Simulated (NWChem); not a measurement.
# Lowest excitation of CH$_{5}$AlO

```xyz
8

Al    -0.4913     0.9073     0.6423
H     -0.4235     1.1688     2.1992
H     -1.2538     1.8325    -0.4002
O      0.3233    -0.4749     0.0886
C      0.5814    -1.1531    -1.0937
H      0.1185    -0.6747    -1.9783
H      1.6687    -1.2140    -1.2791
H      0.2026    -2.1894    -1.0392
```
Charge 0, spin multiplicity 1.

All runs are NWChem calculations. Structure: optimised with PBE0/def2-SVP, a minimum by its harmonic frequencies. It is one conformer; others weren't searched.

Basis set: 6-31+G*. CR-EOMCCSD(T) is the triples correction to the same EOM-CCSD root.

The correlated methods keep 7 core orbitals frozen. B3LYP has NWChem's definition, with VWN1-RPA local correlation. The Pople sets run with spherical d functions. The structure started from a generated list of species. Coupled-cluster values serve here as a point of comparison, not as the truth.

Q: Order these methods by the lowest vertical singlet excitation energy they give, lowest first: CIS, CR-EOMCCSD(T), TDA-PBE0, TD-B3LYP, TD-PBE.

A: TD-PBE (4.79 eV), TD-B3LYP (5.36 eV), TDA-PBE0 (5.48 eV), CR-EOMCCSD(T) (5.72 eV), CIS (6.85 eV)
